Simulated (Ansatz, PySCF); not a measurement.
System: C₃H₃O, net charge -1, singlet state. SMILES: C#C[CH-]O
Coordinates optimised at B3LYP-D3(BJ)/def2-TZVP (Ansatz, a program for electronic structure):
```
C
C 1 1.2951
C 1 1.3261 2 172.47
H 3 1.0810 1 126.61 2 -108.59
H 2 1.1025 1 115.16 3 -160.04
O 3 1.4444 4 110.34 1 -178.17
H 6 0.9640 3 103.92 4 166.65
```
Charge -1, spin multiplicity 1.

Unscaled harmonic wavenumbers (cm⁻¹) in rising order, each level at the stationary point that it reaches from this structure (no distance between atoms moves by over 0.3 Å); the order of modes can differ between levels, and a negative number is imaginary. B3LYP-D3(BJ)/def2-TZVP (PySCF, at the structure above): 208, 215, 395, 473, 602, 816, 869, 936, 1156, 1217, 1395, 1897, 2931, 3171, 3779.

HF/3-21G (Ansatz): 184, 225, 459, 624, 644, 932, 950, 1012, 1254, 1352, 1521, 2029, 3038, 3343, 3857. Zero-point energy 30.6 against 28.7 kcal/mol; where all levels lie over 400 cm⁻¹, the wavenumbers are on average 1.098 times those of B3LYP-D3(BJ)/def2-TZVP.

HF/6-31G* (Ansatz): 230, 233, 463, 603, 647, 926, 990, 1062, 1261, 1336, 1548, 2027, 3045, 3339, 4107. Zero-point energy 31.2 against 28.7 kcal/mol; where all levels lie over 400 cm⁻¹, the wavenumbers are on average 1.109 times those of B3LYP-D3(BJ)/def2-TZVP.

B3LYP/6-31G* (Ansatz): 218, 263, 409, 462, 598, 830, 891, 962, 1166, 1232, 1424, 1922, 2868, 3158, 3723. Zero-point energy 28.8 against 28.7 kcal/mol; where all levels lie over 400 cm⁻¹, the wavenumbers are on average 1.005 times those of B3LYP-D3(BJ)/def2-TZVP.
